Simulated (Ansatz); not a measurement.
Species: chloro(fluoro)silane, sum formula SiH2ClF, charge 0, multiplicity 1. SMILES: F[SiH2]Cl
Geometry from a B3LYP-D3(BJ)/def2-TZVP (Ansatz, a program for electronic structure) optimisation:
```xyz
5

Si    -0.6602    -0.3653    -0.0183
F     -1.3303     1.0796    -0.1089
Cl     1.3732    -0.1459     0.0740
H     -1.0030    -1.1093    -1.2389
H     -1.1251    -1.0119     1.2173
```
Charge 0, spin multiplicity 1.

Parts of the frozen-core correlation energy in STO-3G (Ansatz, hartree). Frozen orbitals: 11; correlated occupied orbitals by spin: 10 and 10; virtual: 4 and 4. No spin-orbit coupling. No relativistic terms.

| term | value |
|---|---|
| reference (HF) | -839.45239 |
| MP2 opposite-spin | -0.05048 |
| MP2 same-spin | -0.00606 |
| CCSD correlation | -0.07543 |
| (T) | -0.00237 |
| FCI minus CCSD(T) | -0.00050 |
| T1 diagnostic | 0.009 |
| largest doubles amplitude | 0.051 |
